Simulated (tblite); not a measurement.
A structure optimised at GFN2-xTB (Å):
```
C 
C   1  1.3196
C   2  1.4972  1  124.24
C   3  1.5134  2  110.49  1   118.80
Si  4  1.8866  3  118.04  2   -68.99
C   4  1.2891  3  124.63  2   105.93
O   6  1.1676  4  175.27  3   165.51
H   1  1.0780  2  121.64  3     0.99
H   1  1.0767  2  122.14  3  -179.70
H   2  1.0824  1  120.65  3   178.87
H   3  1.0936  2  109.39  1  -120.78
H   3  1.0921  2  109.76  1    -1.87
H   5  1.4658  4  109.53  3    66.50
H   5  1.4660  4  106.67  3   -52.02
H   5  1.4604  4  109.43  3  -172.29
```
Z-matrix in Å and degrees, rows numbered from 1.

Neutral, closed shell.

(1) Read off the bonds between heavy atoms and their formal orders.

(2) Give the structure as a SMILES string.

(3) What is the point group of this geometry?

(4) Classify the heavy atoms.

(5) What is the arrangement about C6?

(6) What is the arrangement about C4?

Results:

(1) C1–C2 (double); C2–C3 (single); C3–C4 (single); C4–Si5 (single); C4–C6 (double); C6–O7 (double). Hydrogens: H8, H9 on C1; H10 on C2; H11, H12 on C3; H13, H14, H15 on Si5.

(2) `C=CCC([SiH3])=C=O`, C5H8OSi. Among its features: C=C double bond, Si–H bond and C–Si bond.

(3) C1 (no symmetry element, even within 0.4 Å).

(4) C1: terminal =CH2 carbon; C2: alkene CH carbon; C3: allylic carbon; C4: outer carbon of cumulated double bonds; Si5: SiH3 silicon; C6: central carbon of a ketene; O7: oxygen bonded to C.

(5) It has 2 neighbours (C4, O7) and is almost linear (angle 175.3°).

(6) It has 3 neighbours (C3, Si5, C6) and is planar (angles 124.6°, 118.0° and 117.1°, sum 359.8°, 0.04 Å off the plane of its three neighbours).

The numbers are calculated, not measured.
